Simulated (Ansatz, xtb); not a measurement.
## Two structures of H8InNSi2

Structure a is a singlet given by its coordinates and structure b is `[SiH3][N]([SiH3])[InH2]`, a singlet. Both are isolated molecules in the gas phase, relaxed with PBE0-D4/def2-SVP; the shapes shown needn't be the lowest conformers.

a (Å):

```xyz
12

In   -1.5099   -0.5343    1.5013
N     1.3208    1.2294    0.7140
Si    0.0770    2.3386    0.2687
Si    1.0751   -0.3310    1.5023
H     0.1351    2.7609   -1.1635
H    -0.0156    3.5689    1.1136
H    -1.2270    1.5892    0.4636
H     2.2821    1.5225    0.5519
H     1.7033   -0.3362    2.8664
H     1.7956   -1.3991    0.7322
H    -2.3296   -1.2696    0.1595
H    -2.4434    0.0296    2.8518
```

Close contacts (Å): In1–Si4 2.59, N2–Si3 1.73, N2–Si4 1.77, In1–H7 2.38, In1–H11 1.74, In1–H12 1.74, N2–H8 1.02, Si3–H5 1.49, Si3–H6 1.50, Si3–H7 1.52, Si4–H9 1.50, Si4–H10 1.50.

b (Å):

```csv
atom,x (Å),y (Å),z (Å)
In,1.6406,1.7631,0.4603
N,-0.0157,1.1046,-0.6060
Si,-0.7071,-0.4630,-0.2715
Si,-0.7214,2.1156,-1.8419
H,-2.1436,-0.3581,0.1448
H,0.0594,-1.1168,0.8340
H,-0.6624,-1.3592,-1.4726
H,-2.1506,2.4505,-1.5370
H,0.0526,3.3918,-1.9395
H,-0.7037,1.4470,-3.1837
H,2.1962,0.6378,1.6309
H,2.1810,3.3242,-0.0046
```

Quicker runs give these differences E(b) − E(a): GFN2-xTB +7.4 kJ/mol; HF/STO-3G −47.9 kJ/mol (at GFN2-xTB geometries); r2SCAN-D4/def2-SVP −16.3 kJ/mol (at GFN2-xTB geometries).

Which of the two would you expect CCSD(T)/def2-SVP + ΔMP2/def2-TZVPP electronic energies to favour?

Structure b; the calculation gives E(b) − E(a) = −17.3 kJ/mol.

Level by level:

| level | geometry | E(b) − E(a) (kJ/mol) | departure from the last row (kJ/mol) | job, with rough time for the two |
| --- | --- | --- | --- | --- |
| GFN2-xTB | GFN2-xTB | +7.4 | +24.7 | optimisation, 0.63 s |
| HF/STO-3G | GFN2-xTB | −47.9 | −30.7 | single point, 3.4 s |
| r2SCAN-D4/def2-SVP | GFN2-xTB | −16.3 | +1.0 | single point, 8.1 s |
| PBE0-D4/def2-SVP | PBE0-D4/def2-SVP | +2.8 | +20.1 | optimisation, 88 s |
| HF/def2-SVP | PBE0-D4/def2-SVP | −19.3 | −2.1 | part of the CCSD(T) run |
| MP2/def2-SVP | PBE0-D4/def2-SVP | −31.0 | −13.7 | part of the CCSD(T) run |
| CCSD(T)/def2-SVP | PBE0-D4/def2-SVP | −24.6 | −7.4 | single point |
| CCSD(T)/def2-SVP + ΔMP2/def2-TZVPP | PBE0-D4/def2-SVP | −17.3 |  | single point, 74 s |

GFN2-xTB, PBE0-D4/def2-SVP put the two in the other order. The largest departure from CCSD(T)/def2-SVP + ΔMP2/def2-TZVPP is that of HF/STO-3G, 30.7 kJ/mol. The last row adds to CCSD(T) the change of the MP2 difference between the two basis sets, here +7.4 kJ/mol.

With thermal terms from frequencies at re-optimised GFN2-xTB minima (ideal gas, soft modes damped towards free rotors, one conformer each, 298.15 K, 1 atm): the zero-point term adds −5.6 kJ/mol; ΔH is −23.2 and ΔG −20.6 kJ/mol.

The correlated steps freeze 15 core orbitals; the filled d shell of In is correlated, in a basis made for valence electrons. Atoms past krypton carry core potentials in the def2 sets, other sets are all-electron and non-relativistic, and no spin–orbit term is included. Programs: Ansatz 0.2.0, xtb 6.7.1; the last row on 2 threads of Arm Neoverse V1 on a shared host.
